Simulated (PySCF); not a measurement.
# Two-component Hartree-Fock for Cu (copper, neutral)

Start: [Ar] 3d10 4s1; 4s1/2 filled at m_j = +1/2. Calculated with PySCF 2.14 in x2c-TZVPall-2c with one added diffuse shell each of s, p, d type (7s8p5d1f, 63 functions): generalised Hartree-Fock with the X2C-1e Hamiltonian and a Gaussian nucleus; one run each with spin-orbit coupling (SO) switched off, then screened by Boettger's factors. This is a chosen level, not necessarily the ground level.

```
spinor shell  electrons  ε, spin-free (eV)  ε, screened SO (eV)  weight of nominal j (screened SO)  rms radius, screened SO (bohr)
       1s1/2          2            -9047.5              -9047.4                              1.000                          0.0601
       2s1/2          2            -1133.6              -1133.6                              1.000                           0.254
       2p1/2          2            -974.16              -988.27                              1.000                           0.226
       2p3/2          4            -974.16              -967.31                              1.000                           0.229
       3s1/2          2            -140.33              -140.33                              1.000                           0.766
       3p1/2          2            -91.534              -93.443                              0.999                           0.812
       3p3/2          4            -91.534              -90.612                              1.000                           0.823
       3d3/2          4            -13.074              -13.305                              0.978                            1.15
       3d5/2          6            -13.074              -12.922                              0.985                            1.18
       4s1/2          1             -6.708               -6.709                              1.000                            3.53
```

| quantity | spin-free | screened SO |
| --- | --- | --- |
| E (hartree) | -1653.11086 | -1653.15173 |
| M_J | 1/2 | 1/2 |
| ⟨J²⟩ | 0.752 | 0.752 |
| ⟨L²⟩ | 0.000 | 0.002 |
| ⟨S²⟩ | 0.752 | 0.754 |

Without spin-orbit coupling the j labels of p, d and f shells carry no meaning; the spin-free column gives the mean over the occupied spinors of each nl shell.
